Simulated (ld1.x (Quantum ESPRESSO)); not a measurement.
# Reading a pseudo-wave (vanadium (V))

Columns: radius, all-electron u(r) and pseudo u(r) of the 4s shell (level -4.72 eV) of vanadium in the configuration [Ar] 3d3 4s2 4p0; PBEsol, scalar-relativistic, PAW scheme, ld1.x (Quantum ESPRESSO) 7.5.

```tsv
r (bohr)	all-electron	pseudo
0.200	-0.1590	-0.0875
0.400	0.0431	-0.1730
0.600	0.2410	-0.2545
0.800	0.2484	-0.3302
1.000	0.1345	-0.3986
1.200	-0.0223	-0.4587
1.400	-0.1769	-0.5095
1.600	-0.3096	-0.5506
1.800	-0.4145	-0.5820
2.000	-0.4923	-0.6040
2.200	-0.5462	-0.6171
2.400	-0.5799	-0.6221
2.600	-0.5969	-0.6198
2.800	-0.6004	-0.6113
3.000	-0.5932	-0.5974
3.200	-0.5778	-0.5789
3.400	-0.5563	-0.5564
3.600	-0.5304	-0.5304
3.800	-0.5015	-0.5015
4.000	-0.4708	-0.4708
4.200	-0.4393	-0.4393
4.400	-0.4077	-0.4077
4.600	-0.3766	-0.3766
4.800	-0.3465	-0.3465
5.000	-0.3178	-0.3178
5.200	-0.2906	-0.2906
```

(1) How many radial nodes do the two functions have?

(2) At about which radius was the pseudo-wave matched?

(3) Where does each function peak?

(4) Is the pseudo-wave norm-conserving?

## Answers

(1) The all-electron 4s function has n − l − 1 = 3 (the table is too coarse to show those close to the nucleus); the pseudo-wave has 0, since the states of the same l below it are removed with the core.

(2) 3.50 bohr, where the columns begin to agree (steps of 0.20 bohr).

(3) Outermost all-electron maximum near 2.80 bohr, pseudo maximum near 2.40 bohr (to the table’s step).

(4) No, it belongs to a PAW set: the norm inside the radius is not constrained, and the difference is carried by the augmentation charge.
